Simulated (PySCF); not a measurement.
## C⁻ (carbon, charge -1) across methods

[He] 2s2 2p3, high-spin 4S determinant. Computed with PySCF 2.14 in def2-QZVPPD, with no relativity, point nucleus.

```csv
method,E (hartree),mean ε 2s α (eV),mean ε 2s β (eV),mean ε 2p α (eV),Σ⟨r²⟩ (bohr²),⟨S²⟩
PBE,-37.8493,-5.509,-2.332,2.538,25.85,3.753
LDA,-37.5299,-5.405,-2.370,2.408,26.03,3.755
r2SCAN0,-37.8822,-8.473,-3.346,1.072,25.01,3.755
revPBE,-37.8962,-5.522,-2.316,2.579,25.78,3.754
PW91,-37.8838,-5.530,-2.336,2.497,25.77,3.754
PBE0,-37.8541,-7.748,-3.480,1.339,25.25,3.753
TPSS,-37.9133,-6.004,-2.334,2.459,25.47,3.756
UHF,-37.70833,-14.105,-5.477,-1.983,24.43,3.758
r2SCAN,-37.8846,-6.572,-2.233,2.194,25.35,3.755
```

The highest occupied level is positive at PBE, LDA, r2SCAN0, revPBE, PW91, PBE0, TPSS, r2SCAN: only the finite basis holds that electron, which in a density functional comes from self-interaction.
